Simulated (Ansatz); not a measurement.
One change: `C[Si](F)(F)Cl` becomes `F[Si](F)(Cl)[NH][GeH2][Cl]`.

Ansatz, PBE0-D4/def2-TZVP geometries, multiplicity 1. Each molecule was computed in one conformer, which needn't be the lowest.

Scalar relativity is left out up to krypton.

```csv
property,`C[Si](F)(F)Cl`
LUMO energy (B3LYP/def2-TZVPP) / eV,0.54
LUMO energy (ωB97M-V/def2-TZVPP) / eV,2.40
size of the dipole moment (ωB97M-V/def2-TZVPP) / D,2.22
size of the dipole moment (B3LYP/def2-TZVPP) / D,2.24
HOMO–LUMO gap (PBE/def2-TZVPP) / eV,8.20
HOMO–LUMO gap (ωB97M-V/def2-TZVPP) / eV,14.31
```

(1) Give the same properties after the change, and the shifts. (Best estimate.)

Answers

(1) Ansatz gave: 
```tsv
property	`F[Si](F)(Cl)[NH][GeH2][Cl]`	shift
LUMO energy (B3LYP/def2-TZVPP) / eV	-0.50	-1.04
LUMO energy (ωB97M-V/def2-TZVPP) / eV	1.63	-0.77
size of the dipole moment (ωB97M-V/def2-TZVPP) / D	2.64	0.42
size of the dipole moment (B3LYP/def2-TZVPP) / D	2.62	0.38
HOMO–LUMO gap (PBE/def2-TZVPP) / eV	6.11	-2.09
HOMO–LUMO gap (ωB97M-V/def2-TZVPP) / eV	12.67	-1.64
```

With PBE0 the HOMO rises by 0.90 eV and the LUMO falls by 1.09 eV, so the gap narrows by about 1.99 eV. PBE moves the HOMO by 0.92 eV and ωB97M-V by 0.87 eV. Dipoles are sizes alone; their direction can turn.

B3LYP here is the variant with VWN-RPA as its local correlation; programs differ in this.
